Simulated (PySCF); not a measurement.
## Correlation energy of Br (bromine, neutral)

[Ar] 3d10 4s2 4p5, 2P determinant. All numbers are calculated (PySCF 2.14, no relativity, point nucleus, in def2-SVP (5s4p3d, 32 functions)). Frozen: [Ar] 3d10; 7 electrons correlated.

MP2 pair energies summed by pair of shells (mhartree):

| pair | energy | share (%) |
| --- | --- | --- |
| 4p-4p | -64.82 | 66.5 |
| 4s-4p | -26.72 | 27.4 |
| 4s-4s | -5.97 | 6.1 |

Total MP2 correlation energy: -97.51 mhartree.

Same-spin part -24.43 and opposite-spin part -73.08 mhartree; SCS-MP2 scales them by 1/3 and 6/5 to -95.84 mhartree.

```json
{"level": "CCSD", "correlation energy (mhartree)": "-112.29"}
{"level": "(T)", "correlation energy (mhartree)": "-1.33"}
{"level": "CCSD(T)", "correlation energy (mhartree)": "-113.62"}
```

Diagnostics: T1 = 0.0051, D1 = 0.0184, largest double amplitude 0.052.

Question: Is a single reference adequate?

Answer: Yes, within this model without spin-orbit coupling: T1 lies below 0.03 and no double amplitude reaches 0.07.
